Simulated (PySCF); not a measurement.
# Diatomic cations of Be with group 14

CCSD(T) with double-zeta basis sets in PySCF, for the lowest determinant that a PBE0 search found; no spin–orbit coupling. De refers to high-spin ground-configuration atoms (the charge goes to the atom of lower measured ionisation energy or higher electron affinity, which is not always the lowest computed limit).

| M | basis | reference, frozen orbitals | charged atom | state (unpaired electrons) | Re (Å) | ωe (cm⁻¹) | De (eV) |
| --- | --- | --- | --- | --- | --- | --- | --- |
| C | aug-cc-pVDZ | UHF, 1 | Be+ | quartet (σ ↑, π ↑↑) | 1.593 | 1087 | 2.48 |
| Si | def2-SVPD | UHF, 5 | Si+ | doublet (π ↑) | 2.382 | 386 | 1.48 |
| Ge | pcseg-1 | UHF, 9 | Ge+ | doublet (π ↑) | 2.444 | 357 | 1.32 |
| Sn | x2c-SVPall | UHF, 18 | Sn+ | doublet (π ↑) | 2.678 | 298 | 0.95 |
| Pb | aug-cc-pVDZ/aug-cc-pVDZ-PP | ROHF, 4 | Pb+ | doublet (π ↑) | 2.686 | 293 | n/a |

The shortest bond is that of BeC⁺ (1.593 Å), the longest that of BePb⁺ (2.686 Å).

The rows differ in basis set, which adds steps of its own.

The state changes along the series, so neighbouring rows are not always alike in their bonding.

Correlated steps freeze the inner cores (1 to 18 orbitals); shallow outer-core shells are correlated. UHF and ROHF references stand side by side, which adds small steps between rows. Correlated levels converge slowly with the basis: in double zeta they bind strong bonds too weakly, by up to about 1 eV, and carry superposition errors of some tenths. These are scalar-relativistic numbers at best; spin–orbit coupling would shift them, the dissociation energy most. For an ion De counts to the pair picked by the measured ionisation energies or electron affinities, which need not be the lowest pair at this level. States were picked by a PBE0 search and need not be the measured ground states.
